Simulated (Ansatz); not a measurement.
```yaml
crystal:
  periodic: [false, false, false]
  atoms:
    - {symbol: In, position_ang: [-0.001229, 0.002284, -0.232457]}
    - {symbol: Cl, position_ang: [0.012487, -0.021136, 2.263180]}
    - {symbol: H, position_ang: [1.703252, 0.011301, -0.686437]}
    - {symbol: H, position_ang: [-0.861594, 1.482005, -0.658611]}
    - {symbol: H, position_ang: [-0.852916, -1.474454, -0.685665]}
basis:
  gaussian: {orbitals: def2-TZVPP}
total_charge: -1
hamiltonian: {xc: {name: SVWN5}, pseudopotentials: {relativity: none}}
scf: {lower_state_search: off}
```

```sh
$ ansatz run in.yaml --threads 4 --pin off --events-out ev --progress --plain --max-ram 3916MiB
```

Shortened log:

```
Functional definition: SVWN5
859 factors; their error is unknown
mean field evaluation 1: about -17695.5479 eV, gradient 3.5e1 eV
mean field evaluation 2: about -17693.5380 eV, gradient 4.7e1 eV
mean field evaluation 4: about -17698.4837 eV, gradient 1.6e0 eV
mean field evaluation 8: about -17698.4767 eV, gradient 2.8e-2 eV
mean field evaluation 16: about -17698.4767 eV, gradient 4.6e-6 eV
mean field -17698.47670373 eV, -650.4070224038 hartree, gradient 4.6e-6 eV, S^2 0.000000; 0 other end points of the search recorded, 0 dependent functions left out
reference -17698.47675687 eV, -650.4070243566 hartree; 21, 21 occupied and 113, 113 virtual orbitals, 859 factors
Total energy: -17698.47675687 eV, -650.4070243566 hartree
Checks for a lower state left out: stability, starts, cluster_reference, orbital_swaps, neighbouring_geometries, increment
```

Hardware: 4 threads of Intel Xeon Platinum 8259CL on a shared host. Wall time 0.45 s.

In the def2 sets In takes a core potential; there is no spin–orbit coupling. The highest occupied level of an anion often lies above zero with these methods, and sets without diffuse functions describe the outer electron poorly.
